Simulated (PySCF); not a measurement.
Task: Write a Z-matrix for `C1#[N+][AlH2-][O]C=C1` as optimised with PBE0-D3(BJ)/def2-SVP.

Result: 
Z-matrix in Å and degrees, rows numbered from 1:
```
C 
N   1  1.1727
Al  2  2.0688  1  103.15
O   3  1.8651  2   93.90  1     0.32
C   4  1.2792  3  131.34  2    -0.54
C   5  1.3870  4  124.46  3     0.44
H   3  1.5828  2  106.57  1  -111.68
H   3  1.5826  2  106.68  1   112.34
H   5  1.1011  4  116.67  3  -179.55
H   6  1.0858  1  126.34  2   179.85
```

The 6 heavy atoms lie in one plane (0.002 Å rms). Al3 (aluminium bonded to N, O and 2 H) has angles from 93.9° to 125.3°. The 6-membered ring C1–N2–Al3–O4–C5–C6 has internal angles of 93.9° to 158.7°; it is planar, 0.00 Å rms from its mean plane, widest ring torsion 1°.

The calculation used PBE0-D3(BJ)/def2-SVP geometry optimisation, gas phase (PySCF 2.14.0).

Point group: Cs (tolerance 0.08 Å). Whether it is a minimum is left open (no frequencies).

On one thread of an Arm Neoverse V1, shared host with 32 logical CPUs at a one-minute load of 25, this took 40 s wall and 0.45 GiB of memory at its peak. These figures are those of the optimisation.
